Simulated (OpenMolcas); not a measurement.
# W5+ in a point-charge field

W5+ among 6 point charges of -1.7 e arranged as a tetragonal octahedron (D4h), 1.81 Å from the ion, with the axial distance 1.973 Å.
```
   1.8100    0.0000    0.0000  -1.70
   0.0000    1.8100    0.0000  -1.70
  -1.8100    0.0000    0.0000  -1.70
   0.0000   -1.8100    0.0000  -1.70
   0.0000    0.0000    1.9729  -1.70
   0.0000    0.0000   -1.9729  -1.70
```

```
Program             : OpenMolcas
Method              : SS-CASPT2, IPEA 0.25 Eh, imaginary shift 0.1 Eh (closed shells correlated: 4f 5s 5p)
Basis               : ANO-RCC-VDZP [7s6p4d2f1g]
Scalar Hamiltonian  : DKH2, point nucleus
Active space        : 1 electron in 5 orbitals (5d)
State averaging     : 2S+1 = 2 even, 5 roots
Spin-orbit coupling : RASSI with atomic mean-field integrals over the reference wave functions
```

The lowest spin-free states (labels of D4, the rotations of D4h), above the lowest:

```json
{"State": "2E", "Degeneracy": "2", "E (cm-1)": "0", "Free-ion L (%)": "D (100)"}
{"State": "2B2", "Degeneracy": "1", "E (cm-1)": "3360", "Free-ion L (%)": "D (100)"}
{"State": "2A1", "Degeneracy": "1", "E (cm-1)": "13040", "Free-ion L (%)": "D (100)"}
{"State": "2B1", "Degeneracy": "1", "E (cm-1)": "21070", "Free-ion L (%)": "D (100)"}
```

The lowest levels with spin-orbit coupling:

```csv
E (cm-1),Degeneracy,Label,2S+1,g
0,2,E1/2,2,0.16 1.16 1.16
2140,2,E3/2,2,0.20 0.20 2.44
8420,2,E3/2,2,0.98 2.39 2.39
17690,2,E1/2,2,1.84 3.16 3.16
25410,2,E3/2,2,2.19 2.19 3.42
```

Powder χT (cm3 K/mol): 0.0847 at 2 K, 0.0852 at 10 K, 0.0874 at 50 K, 0.0903 at 100 K, 0.096 at 200 K, 0.102 at 300 K. The effective moment at 300 K is 2.828 √(χT) = 0.90 μB.

The lowest level has 2S+1 = 2, for which the spin-only value is χT = S(S+1) / 2 = 0.375 cm3 K/mol (g = 2). The computed 0.102 at 300 K differs by -0.273, through orbital momentum, spin-orbit coupling and any other state in reach.

An orbital doublet at a regular site is open to a Jahn-Teller distortion, which this geometry leaves out. Free-ion shares, where given, are those of the reference states; single-state CASPT2 does not remix them. This is an electrostatic model: the charges have no orbitals. No measured value stands beside these numbers.
